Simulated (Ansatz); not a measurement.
`[F][W]([Cl])([Cl])([Cl])([Cl])[Cl]`, charge 0, multiplicity 1.

Question: Give a relaxed structure at PBE0-D4/def2-TZVP (Ansatz 0.2.0). (An estimate is asked.)

Answer: Ansatz gave: 
```xyz
7

F    -1.058   -1.553   -0.085
W    -0.015   -0.021   -0.001
Cl    0.689   -0.456   -2.130
Cl   -1.785    1.160   -0.829
Cl   -0.785    0.316    2.122
Cl    1.690   -1.300    0.822
Cl    1.264    1.854    0.102
```
Point group C4v.
